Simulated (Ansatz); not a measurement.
CH₅FO₂SSi, SMILES `CS[Si](O)(O)F`. Charge 0, multiplicity 1. The structure was optimised at the PBE0-D4/def2-TZVP level. It is one conformer, not always the lowest.

```xyz
11

C    -1.077    1.383   -0.959
S     0.601    1.338   -0.253
Si    0.624   -0.643    0.431
O     2.103   -1.041    0.976
O    -0.465   -0.842    1.616
F     0.236   -1.624   -0.771
H    -1.207    2.380   -1.379
H    -1.824    1.220   -0.184
H    -1.184    0.644   -1.751
H     2.821   -1.081    0.342
H    -0.628   -1.733    1.933
```

What is the dipole moment at ωB97M-V/def2-TZVPP? (Best estimate.)

Computed: 1.03 D, with components (-0.39, -0.71, -0.64) D in this frame, pointing from negative to positive charge.

And with PBE, r2SCAN, B3LYP? (An estimate is asked.)

The calculation gave: PBE 1.00 D, r2SCAN 1.08 D, B3LYP 1.01 D.

Give the Mulliken charges with ωB97M-V, PBE, B3LYP in def2-TZVPP. (Best estimate.)

Computed: 
| atom | ωB97M-V | PBE | B3LYP |
| --- | --- | --- | --- |
| C1 | -0.35 | -0.27 | -0.28 |
| S2 | -0.18 | -0.22 | -0.23 |
| Si3 | 0.75 | 0.65 | 0.81 |
| O4 | -0.36 | -0.34 | -0.38 |
| O5 | -0.36 | -0.34 | -0.38 |
| F6 | -0.30 | -0.27 | -0.32 |
| H7 | 0.14 | 0.12 | 0.12 |
| H8 | 0.15 | 0.13 | 0.14 |
| H9 | 0.15 | 0.13 | 0.13 |
| H10 | 0.19 | 0.20 | 0.19 |
| H11 | 0.19 | 0.20 | 0.19 |

B3LYP here is the variant with VWN-RPA as its local correlation; programs differ in this.
